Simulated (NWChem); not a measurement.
System: trifluoroacetic acid (C₂HF₃O₂); SMILES O=C(O)C(F)(F)F

Input file for NWChem:

```
start job
memory heap 200 mb stack 900 mb global 1100 mb
geometry units angstroms noautoz
  O     -1.102602    -1.474466     0.000299
  C      0.111537    -0.942287     0.001041
  O      1.144366    -1.540739     0.000660
  C      0.016684     0.595193     0.000360
  F     -0.653260     1.015631     1.069563
  F      1.224446     1.125181     0.017198
  F     -0.622604     1.014539    -1.088110
  H     -0.999325    -2.439402    -0.000774
end
basis spherical
  * library 6-311++g**
end
dft
  xc xcamb88 1.00 lyp 0.81 vwn_5 0.19 hfexch 1.00
  cam 0.33 cam_alpha 0.19 cam_beta 0.46
  iterations 150
  mulliken
end
task dft gradient
```

NWChem printed, in part:

```
             Northwest Computational Chemistry Package (NWChem) 7.3.0
             --------------------------------------------------------

 C1  symmetry detected

                             Geometry "geometry" -> ""
                             -------------------------

 Output coordinates in angstroms (scale by  1.889725989 to convert to a.u.)

  No.       Tag          Charge          X              Y              Z
 ---- ---------------- ---------- -------------- -------------- --------------
    1 O                    8.0000    -1.08217577    -1.48043529     0.00040807
    2 C                    6.0000     0.12685045    -0.93674068     0.00098014
    3 O                    8.0000     1.16532065    -1.52534926     0.00046746
    4 C                    6.0000     0.01738885     0.59976835     0.00029306
    5 F                    9.0000    -0.65637712     1.01383442     1.06958107
    6 F                    9.0000     1.22006134     1.14121166     0.01696202
    7 F                    9.0000    -0.62600226     1.01300464    -1.08809602
    8 H                    1.0000    -0.96973246    -2.44434614    -0.00066700

 Effective nuclear repulsion energy (a.u.)     338.4964821651

                                 NWChem DFT Module
                                 -----------------

 Summary of "ao basis" -> "ao basis" (spherical)
 ------------------------------------------------------------------------------
       Tag                 Description            Shells   Functions and Types
 ---------------- ------------------------------  ------  ---------------------
 O                         6-311++g**               10       22   5s4p1d
 C                         6-311++g**               10       22   5s4p1d
 F                         6-311++g**               10       22   5s4p1d
 H                         6-311++g**                5        7   4s1p

            General Information
            -------------------
          SCF calculation type: DFT
          Wavefunction type:  closed shell.
          No. of atoms     :     8
          No. of electrons :    56
           Alpha electrons :    28
            Beta electrons :    28
          Charge           :     0
          Spin multiplicity:     1
          Use of symmetry is: off; symmetry adaption is: off
          Maximum number of iterations: 150
          AO basis - number of functions:   161
                     number of shells:    75
          Convergence on energy requested:  1.00D-06
          Convergence on density requested:  1.00D-05
          Convergence on gradient requested:  5.00D-04

              XC Information
              --------------
                     Hartree-Fock (Exact) Exchange  1.000
                   CAM-Becke88 Exchange Functional  1.000
                      VWN V Correlation Functional  0.190 local
              Lee-Yang-Parr Correlation Functional  0.810

           Range-Separation Parameters
           ---------------------------
           Alpha           :  0.19
           Beta            :  0.46
           Gamma           :  0.33
           Short-Range HF  :     F

             Grid Information
             ----------------
          Grid used for XC integration:  medium
          Radial quadrature: Mura-Knowles
          Angular quadrature: Lebedev.
          Tag              B.-S. Rad. Rad. Pts. Rad. Cut. Ang. Pts.
          ---              ---------- --------- --------- ---------
          O                   0.60       49          11.0       434
          C                   0.70       49          13.0       434
          F                   0.50       49          13.0       434
          H                   0.35       45          13.0       434
          Grid pruning is: on
          Number of quadrature shells:   388
          Spatial weights used:  Erf1

      Superposition of Atomic Density Guess
      -------------------------------------

 Sum of atomic energies:        -523.61724534

      Non-variational initial energy
      ------------------------------

 Total energy =    -526.154708
 1-e energy   =   -1399.169709
 2-e energy   =     534.518520
 HOMO         =      -0.375571
 LUMO         =       0.014050

     ---------------------------------------------
      Total Density - Mulliken Population Analysis
     ---------------------------------------------

    Atom       Charge   Shell Charges
 -----------   ------   -------------------------------------------------------
    1 O    8     8.41   1.08  0.91  0.97  1.02  2.20  0.76  1.53 -0.11  0.02  0.01
    2 C    6     5.29   1.10  0.89  0.43  0.77  1.10  0.39  0.36 -0.00  0.08  0.17
    3 O    8     8.71   1.08  0.91  1.02  1.05  2.27  0.84  1.54 -0.03  0.00  0.01
    4 C    6     5.02   1.10  0.89  0.34  0.70  1.02  0.26  0.33  0.12  0.04  0.22
    5 F    9     9.32   1.08  0.92  1.19  1.10  2.50  0.86  1.73 -0.08  0.02  0.00
    6 F    9     9.34   1.08  0.92  1.19  1.09  2.50  0.86  1.72 -0.07  0.04  0.00
    7 F    9     9.32   1.08  0.92  1.19  1.10  2.50  0.86  1.73 -0.08  0.02  0.00
    8 H    1     0.61   0.21  0.28  0.08 -0.01  0.05

   convergence    iter        energy       DeltaE   RMS-Dens  Diis-err
 ---------------- ----- ----------------- --------- --------- ---------
 d= 0,ls=0.0,diis     1   -526.5198117990 -8.65D+02  1.39D-02  3.35D+00
 d= 0,ls=0.0,diis     2   -526.3424053870  1.77D-01  8.60D-03  5.88D+00
 d= 0,ls=0.0,diis     3   -526.8083317004 -4.66D-01  1.99D-03  1.72D-01
 d= 0,ls=0.0,diis     4   -526.8165744437 -8.24D-03  8.89D-04  7.25D-02
 d= 0,ls=0.0,diis     5   -526.8223917056 -5.82D-03  1.25D-04  1.99D-03
  Resetting Diis
 d= 0,ls=0.0,diis     6   -526.8225386979 -1.47D-04  4.71D-05  5.75D-05
 d= 0,ls=0.0,diis     7   -526.8225452662 -6.57D-06  2.66D-05  6.56D-06
 d= 0,ls=0.0,diis     8   -526.8225453419 -7.57D-08  9.33D-06  8.12D-06

         Total DFT energy =     -526.822545341922
      One electron energy =    -1399.971754667199
           Coulomb energy =      594.366851650766
    Exchange-Corr. energy =      -59.714124490552
 Nuclear repulsion energy =      338.496482165061

 Numeric. integr. density =       55.999993360189

                       DFT Final Molecular Orbital Analysis
                       ------------------------------------

 Vector   26  Occ=2.000000D+00  E=-4.987534D-01
              MO Center=  3.1D-02, -3.9D-01,  5.9D-04, r^2= 3.2D+00
   Bfn.  Coefficient  Atom+Function         Bfn.  Coefficient  Atom+Function
  ----- ------------  ---------------      ----- ------------  ---------------
   118      0.201844  6 F  py                51      0.188478  3 O  px
   122      0.177902  6 F  py                10     -0.176616  1 O  s
    30      0.168041  2 C  py                 8     -0.152221  1 O  py
     7      0.144567  1 O  px               114      0.140523  6 F  py
    47      0.134626  3 O  px                55      0.128047  3 O  px

 Vector   27  Occ=2.000000D+00  E=-4.428145D-01
              MO Center=  2.2D-05, -1.5D+00,  4.2D-04, r^2= 1.9D+00
   Bfn.  Coefficient  Atom+Function         Bfn.  Coefficient  Atom+Function
  ----- ------------  ---------------      ----- ------------  ---------------
     9      0.323179  1 O  pz                13      0.310181  1 O  pz
    53     -0.297492  3 O  pz                57     -0.261853  3 O  pz
     5      0.222084  1 O  pz                49     -0.204603  3 O  pz
    31     -0.091771  2 C  pz                35     -0.071420  2 C  pz
    17      0.065398  1 O  pz                27     -0.061396  2 C  pz

 Vector   28  Occ=2.000000D+00  E=-4.013390D-01
              MO Center=  6.7D-01, -1.2D+00,  4.5D-04, r^2= 2.0D+00
   Bfn.  Coefficient  Atom+Function         Bfn.  Coefficient  Atom+Function
  ----- ------------  ---------------      ----- ------------  ---------------
    80     -0.353721  4 C  s                 52      0.339094  3 O  py
    56      0.299809  3 O  py                76     -0.257668  4 C  s
    36      0.248223  2 C  s                 48      0.233691  3 O  py
    51      0.179318  3 O  px                55      0.176254  3 O  px
    11      0.161345  1 O  px                38      0.160195  2 C  py

 Vector   29  Occ=0.000000D+00  E=-5.369944D-03
              MO Center=  2.5D-01, -8.8D-01,  2.1D-03, r^2= 2.2D+00
   Bfn.  Coefficient  Atom+Function         Bfn.  Coefficient  Atom+Function
  ----- ------------  ---------------      ----- ------------  ---------------
    35      0.550980  2 C  pz                31      0.363836  2 C  pz
    57     -0.329290  3 O  pz                79      0.291856  4 C  pz
    83      0.256181  4 C  pz                53     -0.252263  3 O  pz
    27      0.230585  2 C  pz                61     -0.216910  3 O  pz
    13     -0.201061  1 O  pz                17     -0.178263  1 O  pz

 Vector   30  Occ=0.000000D+00  E= 2.465519D-03
              MO Center= -1.2D+00, -3.1D+00, -1.4D-03, r^2= 6.9D+00
   Bfn.  Coefficient  Atom+Function         Bfn.  Coefficient  Atom+Function
  ----- ------------  ---------------      ----- ------------  ---------------
   158      1.913573  8 H  s                 80     -1.303783  4 C  s
    38      0.951657  2 C  py                36      0.601152  2 C  s
    37      0.588350  2 C  px               157      0.365372  8 H  s
    82      0.341815  4 C  py                58     -0.312791  3 O  s
    81     -0.288328  4 C  px                10     -0.265050  1 O  s

 Vector   31  Occ=0.000000D+00  E= 5.170919D-02
              MO Center=  2.8D-01,  9.6D-01,  2.4D-03, r^2= 1.2D+01
   Bfn.  Coefficient  Atom+Function         Bfn.  Coefficient  Atom+Function
  ----- ------------  ---------------      ----- ------------  ---------------
    36      4.448214  2 C  s                 82      1.435685  4 C  py
    58     -1.191772  3 O  s                158     -0.898898  8 H  s
    76      0.840803  4 C  s                124     -0.712858  6 F  s
    80     -0.706468  4 C  s                146     -0.679634  7 F  s
   102     -0.675301  5 F  s                 38      0.441970  2 C  py

     ---------------------------------------------
      Total Density - Mulliken Population Analysis
     ---------------------------------------------

    Atom       Charge   Shell Charges
 -----------   ------   -------------------------------------------------------
    1 O    8     8.17   1.08  0.91  0.98  1.00  2.07  0.78  1.38 -0.07  0.02  0.01
    2 C    6     5.84   1.10  0.88  0.63  0.79  1.39  0.30  0.46 -0.04  0.11  0.21
    3 O    8     8.25   1.08  0.91  0.97  1.01  2.00  0.86  1.34  0.05  0.00  0.02
    4 C    6     5.76   1.10  0.89  0.57  0.80  1.41  0.13  0.38  0.13  0.05  0.29
    5 F    9     9.09   1.08  0.92  1.18  1.09  2.35  0.87  1.62 -0.05  0.04  0.01
    6 F    9     9.10   1.08  0.92  1.19  1.09  2.35  0.87  1.60 -0.04  0.05  0.01
    7 F    9     9.09   1.08  0.92  1.18  1.09  2.35  0.87  1.62 -0.05  0.04  0.01
    8 H    1     0.70   0.26  0.35  0.04 -0.01  0.06

     -------------------------------------------
      Total Density - Lowdin Population Analysis
     -------------------------------------------

    Atom       Charge   Shell Charges
 -----------   ------   -------------------------------------------------------
    1 O    8     8.01   1.03  0.95  0.98  0.80  1.98  0.49  1.37  0.10  0.28  0.02
    2 C    6     5.99   1.05  0.92  0.61  0.51  1.37  0.22  0.70  0.05  0.12  0.44
    3 O    8     8.10   1.03  0.95  0.97  0.83  1.97  0.55  1.38  0.13  0.27  0.03
    4 C    6     5.94   1.05  0.92  0.57  0.49  1.34  0.20  0.63  0.06  0.12  0.57
    5 F    9     9.04   1.03  0.96  1.19  0.96  2.30  0.62  1.53  0.13  0.30  0.01
    6 F    9     9.02   1.03  0.96  1.19  0.96  2.30  0.62  1.52  0.13  0.30  0.01
    7 F    9     9.04   1.03  0.96  1.19  0.96  2.30  0.62  1.53  0.13  0.30  0.01
    8 H    1     0.87   0.26  0.32  0.09  0.02  0.18

     Multipole analysis of the density
     ---------------------------------

     L   x y z        total         alpha         beta         nuclear
     -   - - -        -----         -----         ----         -------
     0   0 0 0     -0.000000    -28.000000    -28.000000     56.000000

     1   1 0 0     -0.549303     -0.274651     -0.274651     -0.000000
     1   0 1 0     -0.722175     -0.361088     -0.361088      0.000000
     1   0 0 1      0.000988      0.000494      0.000494      0.000000

     2   2 0 0    -31.183695    -90.713987    -90.713987    150.244279
     2   1 1 0      3.388968     -0.361144     -0.361144      4.111256
     2   1 0 1      0.001359     -0.000069     -0.000069      0.001497
     2   0 2 0    -24.475072   -154.638574   -154.638574    284.802076
     2   0 1 1      0.002860      0.001358      0.001358      0.000144
     2   0 0 2    -27.973824    -51.401325    -51.401325     74.828827

            General Information
            -------------------
          SCF calculation type: DFT
          Wavefunction type:  closed shell.
          No. of atoms     :     8
          No. of electrons :    56
           Alpha electrons :    28
            Beta electrons :    28
          Charge           :     0
          Spin multiplicity:     1
          Use of symmetry is: off; symmetry adaption is: off
          Maximum number of iterations: 150
          This is a Direct SCF calculation.
          AO basis - number of functions:   161
                     number of shells:    75
          Convergence on energy requested:  1.00D-06
          Convergence on density requested:  1.00D-05
          Convergence on gradient requested:  5.00D-04

              XC Information
              --------------
                     Hartree-Fock (Exact) Exchange  1.000
                   CAM-Becke88 Exchange Functional  1.000
                      VWN V Correlation Functional  0.190 local
              Lee-Yang-Parr Correlation Functional  0.810

           Range-Separation Parameters
           ---------------------------
           Alpha           :  0.19
           Beta            :  0.46
           Gamma           :  0.33
           Short-Range HF  :     F

             Grid Information
             ----------------
          Grid used for XC integration:  medium
          Radial quadrature: Mura-Knowles
          Angular quadrature: Lebedev.
          Tag              B.-S. Rad. Rad. Pts. Rad. Cut. Ang. Pts.
          ---              ---------- --------- --------- ---------
          O                   0.60       49          11.0       434
          C                   0.70       49          13.0       434
          F                   0.50       49          13.0       434
          H                   0.35       45          13.0       434
          Grid pruning is: on
          Number of quadrature shells:   388
          Spatial weights used:  Erf1

          Convergence Information
          -----------------------
          Convergence aids based upon iterative change in
          total energy or number of iterations.
          Levelshifting, if invoked, occurs when the
          HOMO/LUMO gap drops below (HL_TOL):  1.00D-02
          DIIS, if invoked, will attempt to extrapolate
          using up to (NFOCK): 10 stored Fock matrices.

[...]

                         DFT ENERGY GRADIENTS

    atom               coordinates                        gradient
                 x          y          z           x          y          z
   1 O      -2.045016  -2.797617   0.000771    0.000837   0.003572  -0.000006
   2 C       0.239713  -1.770183   0.001852   -0.006203   0.003048   0.000033
   3 O       2.202137  -2.882492   0.000883    0.004056  -0.003019  -0.000030
   4 C       0.032860   1.133398   0.000554   -0.001549   0.006193  -0.000055
   5 F      -1.240373   1.915869   2.021215    0.002919  -0.002617  -0.004974
   6 F       2.305582   2.156577   0.032054   -0.004673  -0.003340  -0.000060
   7 F      -1.182973   1.914301  -2.056203    0.002816  -0.002613   0.005078
   8 H      -1.832529  -4.619144  -0.001260    0.001797  -0.001224   0.000014
```

Level: CAM-B3LYP/6-311++G** (spherical d). All runs use the structure optimised with PBE0/def2-SVP.
